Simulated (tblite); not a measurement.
C6H8O3Se.
Atom-mapped SMILES: `[O:1]=[CH:2][CH2:3][O:4][C@@H:5]1[CH:6]=[CH:7][O:8][CH2:9][Se:10]1` (hydrogens: H11 on C2; H12, H13 on C3; H14 on C5; H15 on C6; H16 on C7; H17, H18 on C9)

Computed with GFN2-xTB (tblite), gas phase: L-BFGS steps from a force-field or distance-geometry start until the largest atomic force falls under 0.01 eV/Å.

Step 136: E = -877.2996 eV
```
atom  x, y, z in Å  |  force x, y, z in eV/Å
O1      3.7976    1.0283   -0.7109    0.014  -0.022  -0.014
C2      2.9578    0.3014   -0.2685    0.012   0.006   0.040
C3      1.7514   -0.1888   -1.0341    0.009   0.023   0.015
O4      0.6976   -0.6217   -0.2073   -0.002   0.027  -0.017
C5      0.0851    0.3904    0.5304    0.026  -0.041   0.014
C6     -0.8309   -0.1888    1.5560   -0.047   0.001  -0.024
C7     -2.1095   -0.5083    1.3600   -0.028   0.015  -0.038
O8     -2.8482   -0.3716    0.2396    0.001  -0.023   0.021
C9     -2.1911   -0.0274   -0.9304    0.010   0.060   0.025
Se10   -1.0259    1.5559   -0.6995   -0.006  -0.007  -0.038
H11     3.0140   -0.0970    0.7645   -0.027  -0.015  -0.013
H12     1.4112    0.5906   -1.7331   -0.014   0.030   0.012
H13     2.0570   -1.0644   -1.6168   -0.009  -0.012  -0.008
H14     0.8201    1.0626    0.9873    0.034   0.031   0.028
H15    -0.4165   -0.3439    2.5389    0.035   0.015  -0.018
H16    -2.7205   -0.8887    2.1677    0.003  -0.005  -0.030
H17    -2.9427    0.2005   -1.6885    0.002  -0.038   0.053
H18    -1.5151   -0.8230   -1.2670   -0.015  -0.045  -0.008
```

Step 137: E = -877.3007 eV
```
atom  x, y, z in Å  |  force x, y, z in eV/Å
O1      3.8131    1.0159   -0.7008    0.001  -0.035  -0.012
C2      2.9625    0.2993   -0.2617    0.016   0.022   0.045
C3      1.7577   -0.1840   -1.0353    0.029   0.017   0.007
O4      0.7012   -0.6208   -0.2150   -0.021   0.020  -0.027
C5      0.0848    0.3882    0.5223    0.017  -0.025   0.025
C6     -0.8290   -0.1914    1.5499   -0.010   0.005  -0.009
C7     -2.1089   -0.5074    1.3603   -0.059   0.017  -0.017
O8     -2.8552   -0.3700    0.2453    0.016  -0.029   0.018
C9     -2.2023   -0.0310   -0.9280    0.031   0.076   0.015
Se10   -1.0336    1.5519   -0.7031    0.006  -0.016  -0.052
H11     3.0065   -0.0916    0.7758   -0.033  -0.016  -0.040
H12     1.4214    0.5996   -1.7326   -0.010   0.021   0.031
H13     2.0640   -1.0568   -1.6223   -0.006  -0.006  -0.006
H14     0.8185    1.0631    0.9775    0.028   0.035   0.033
H15    -0.4109   -0.3473    2.5319    0.028   0.016  -0.036
H16    -2.7153   -0.8821    2.1736   -0.008  -0.020  -0.026
H17    -2.9548    0.1993   -1.6843    0.000  -0.047   0.054
H18    -1.5282   -0.8285   -1.2652   -0.024  -0.036  -0.006
```

Step 138: E = -877.3018 eV
```
atom  x, y, z in Å  |  force x, y, z in eV/Å
O1      3.8311    1.0003   -0.6908   -0.017  -0.045  -0.001
C2      2.9681    0.2966   -0.2539    0.020   0.031   0.024
C3      1.7642   -0.1772   -1.0361    0.044   0.005  -0.004
O4      0.7048   -0.6186   -0.2228   -0.029   0.000  -0.035
C5      0.0850    0.3861    0.5148    0.002   0.017   0.032
C6     -0.8276   -0.1934    1.5435    0.020   0.005   0.007
C7     -2.1091   -0.5063    1.3602   -0.052   0.020   0.020
O8     -2.8622   -0.3703    0.2505    0.021  -0.027   0.010
C9     -2.2129   -0.0352   -0.9256    0.035   0.078   0.005
Se10   -1.0420    1.5467   -0.7075    0.023  -0.015  -0.063
H11     2.9999   -0.0888    0.7865   -0.038  -0.014  -0.058
H12     1.4307    0.6112   -1.7303    0.001   0.015   0.050
H13     2.0697   -1.0467   -1.6290   -0.002   0.004  -0.001
H14     0.8169    1.0647    0.9688    0.007   0.025   0.030
H15    -0.4044   -0.3490    2.5238    0.012   0.013  -0.041
H16    -2.7107   -0.8742    2.1794   -0.022  -0.038  -0.015
H17    -2.9676    0.1958   -1.6789   -0.006  -0.045   0.042
H18    -1.5425   -0.8354   -1.2643   -0.020  -0.029  -0.003
```

Step 139: E = -877.3030 eV
```
atom  x, y, z in Å  |  force x, y, z in eV/Å
O1      3.8477    0.9846   -0.6810   -0.019  -0.038   0.005
C2      2.9733    0.2937   -0.2468    0.011   0.020  -0.007
C3      1.7697   -0.1698   -1.0365    0.039  -0.009  -0.018
O4      0.7068   -0.6164   -0.2309   -0.026  -0.006  -0.022
C5      0.0850    0.3841    0.5088   -0.017   0.052   0.020
C6     -0.8269   -0.1946    1.5380    0.053   0.010   0.020
C7     -2.1098   -0.5046    1.3606   -0.033   0.014   0.052
O8     -2.8671   -0.3728    0.2544    0.021  -0.012   0.008
C9     -2.2205   -0.0389   -0.9235    0.033   0.046  -0.001
Se10   -1.0494    1.5418   -0.7127    0.042  -0.008  -0.062
H11     2.9942   -0.0894    0.7944   -0.040  -0.012  -0.050
H12     1.4378    0.6239   -1.7258    0.014   0.017   0.060
H13     2.0735   -1.0353   -1.6366    0.007   0.011   0.002
H14     0.8157    1.0664    0.9618   -0.013   0.008   0.021
H15    -0.3978   -0.3481    2.5163   -0.011   0.007  -0.035
H16    -2.7080   -0.8663    2.1846   -0.031  -0.052  -0.006
H17    -2.9786    0.1905   -1.6730   -0.016  -0.034   0.015
H18    -1.5542   -0.8425   -1.2638   -0.015  -0.013  -0.001
```

**Question.** Estimate the geometry and energy of step 140. (The exact step hangs on the optimiser's Hessian estimate; all steps are aligned on step 139, rigid shifts and turns removed.)

**Answer.** E = -877.3041 eV, largest force 0.078 eV/Å
```
atom  x, y, z in Å  |  force x, y, z in eV/Å
O1      3.8608    0.9714   -0.6735   -0.011  -0.019   0.003
C2      2.9773    0.2913   -0.2412   -0.004  -0.008  -0.036
C3      1.7736   -0.1632   -1.0366    0.015  -0.017  -0.020
O4      0.7074   -0.6144   -0.2376   -0.007  -0.011  -0.004
C5      0.0844    0.3830    0.5046   -0.024   0.074   0.002
C6     -0.8265   -0.1952    1.5347    0.047   0.012   0.017
C7     -2.1111   -0.5026    1.3621    0.008   0.010   0.059
O8     -2.8697   -0.3751    0.2570    0.017   0.008   0.012
C9     -2.2244   -0.0420   -0.9225    0.012   0.008   0.001
Se10   -1.0534    1.5370   -0.7191    0.049   0.004  -0.052
H11     2.9906   -0.0924    0.7990   -0.042  -0.011  -0.028
H12     1.4416    0.6356   -1.7198    0.028   0.025   0.056
H13     2.0751   -1.0242   -1.6441    0.016   0.012   0.003
H14     0.8140    1.0676    0.9574   -0.026  -0.005   0.011
H15    -0.3917   -0.3465    2.5104   -0.026   0.001  -0.013
H16    -2.7079   -0.8598    2.1890   -0.031  -0.058  -0.001
H17    -2.9861    0.1847   -1.6683   -0.019  -0.022  -0.006
H18    -1.5627   -0.8492   -1.2633   -0.003  -0.003  -0.002
```

The energy changes by -0.0010 eV. The first-order estimate −F·Δx gives -0.0014 eV and the mean of the old and new forces, exact on a quadratic surface, -0.0010 eV. The step makes an angle of 80° with the force vector and moves no atom by more than 0.020 Å.

What follows is the cost of the whole relaxation. Hardware: one thread of an Arm Neoverse V2, shared host with 96 logical CPUs at a one-minute load of 62. Cost: 1.2 s wall.
